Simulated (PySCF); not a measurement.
# Worked example: oscillator strength and radiative lifetime

CHO2, SMILES O=C=[OH+], charge +1.

Coordinates come from a B3LYP-D3(BJ)/def2-TZVP optimisation. The isomer is the one that the SMILES or the coordinates give; other isomers of the formula were not compared.

TDDFT-LC-ωPBE/def2-TZVPD (PySCF) puts the first singlet state with f over 0.02 at 12.97 eV (vertical), with the transition dipole (-0.146, -1.415, 0.000) in atomic units.

Question: Find the oscillator strength, the wavelength and the radiative lifetime that this transition would have in vacuum if emission retraced absorption.

Answer: 
|μ|² = 2.0235 au, so |μ| = 3.62 D. ΔE = 12.97/27.211 = 0.4766 hartree. f = (2/3) ΔE |μ|² = 0.643 (the program prints 0.643).
λ = 1239.84/12.97 = 96 nm; ν = 104610 cm⁻¹.
Einstein's coefficient A = 0.6670 ν² f s⁻¹ (ν in cm⁻¹) = 4.7e9 s⁻¹, so τ = 1/A = 0.21 ns. This state is S8; the lower singlets have f = 0.000, 0.000, 0.000, 0.000, 0.003, 0.000, 0.012. The figure is the radiative limit of this one transition; relaxation, internal conversion, crossing to triplets and a medium change what is measured.
